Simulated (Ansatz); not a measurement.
`[SiH3]C[SiH](Cl)Cl` and `Cl[SiH](Cl)[GeH3]` differ in one atom or group.

Ansatz, PBE0-D4/def2-TZVP geometries, multiplicity 1. Each molecule was computed in one conformer, which needn't be the lowest.

Scalar relativity is left out up to krypton.

```csv
property,`[SiH3]C[SiH](Cl)Cl`
HOMO energy (ωB97M-V/def2-TZVPP) / eV,-10.99
size of the dipole moment (ωB97M-V/def2-TZVPP) / D,1.70
size of the dipole moment (B3LYP/def2-TZVPP) / D,1.71
LUMO energy (B3LYP/def2-TZVPP) / eV,0.08
HOMO energy (PBE/def2-TZVPP) / eV,-7.49
size of the dipole moment (PBE/def2-TZVPP) / D,1.65
```

Problem. Give the same properties after the change, and the shifts. (Best estimate.)

Solution. The calculation gave: 
```tsv
property	`Cl[SiH](Cl)[GeH3]`	shift
HOMO energy (ωB97M-V/def2-TZVPP) / eV	-10.24	0.75
size of the dipole moment (ωB97M-V/def2-TZVPP) / D	1.42	-0.28
size of the dipole moment (B3LYP/def2-TZVPP) / D	1.40	-0.31
LUMO energy (B3LYP/def2-TZVPP) / eV	-0.56	-0.64
HOMO energy (PBE/def2-TZVPP) / eV	-7.03	0.46
size of the dipole moment (PBE/def2-TZVPP) / D	1.31	-0.34
```

With PBE0 the HOMO rises by 0.59 eV and the LUMO falls by 0.64 eV, so the gap narrows by about 1.23 eV. PBE moves the HOMO by 0.46 eV and ωB97M-V by 0.75 eV. The zero-point energy changes by -75.6 kJ/mol with -9 modes. Dipoles are sizes alone; their direction can turn.

B3LYP here is the variant with VWN-RPA as its local correlation; programs differ in this.
